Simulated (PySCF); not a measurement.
What settings do to a single point of [Dy(O2)]+

The sound run of [Dy(O2)]+ (singlet in the valence; each metal's 4f electrons, 9 of them, lie in its core potential, out of spins and levels) uses PySCF 2.14.0, RKS PBE, Dy lcecp-1-SVP with ECP55, O def2-SVP; non-relativistic Hamiltonian with scalar-relativistic core potentials where named; density fitting; no spin-orbit coupling, grid (50, 194), threshold 1e-8 Eh and 55 cycles, at the relaxed geometry:

```xyz
3

Dy    0.0000    0.0000   -0.1735
O     0.7511    0.0000    1.6533
O    -0.7511    0.0000    1.6533
```

There Dy1 has a Mulliken charge of 1.31 e and the dipole about the centre of mass is 7.17 D. Each run below changes one thing and starts from free metal ions and neutral atoms unless it says otherwise; with 55 cycles, smearing, a level shift and second-order steps follow where DIIS fails, and their cycles count. Energy shifts count from the sound run. On f atoms grids over 110 angular points are at least (60, 302).

```csv
change,outcome,cycles,energy shift (eV),largest force component (eV/Å),charge on Dy1 (e),dipole about the centre of mass (D)
"charge changed by +4, spin kept, limit 62 cycles",converged,13,–,29.96,2.77,11.08
"spin (2S) set to 3, limit 56 cycles",refused,–,–,–,–,–
"grid (99, 590)",converged,10,-0.0005,0.00,1.31,7.17
start from a density of up to 30 smeared cycles (not counted),converged,8,0.0000,0.00,1.31,7.17
```

(1) How does the run with this change end: threshold 1e-06?

Unsound on purpose, so not properties of the compound: charge changed by +4, spin kept, limit 62 cycles.

Forces carry noise of the integration grid, about 0.01 to 0.03 eV/Å.

An lcecp potential fixes the number of 4f electrons, so in runs with it no electron can move into or out of that shell.

## Answers

(1) outcome converged, cycles 9, energy shift (eV) 0.0000, largest force component (eV/Å) 0.00, charge on Dy1 (e) 1.31, dipole about the centre of mass (D) 7.17.
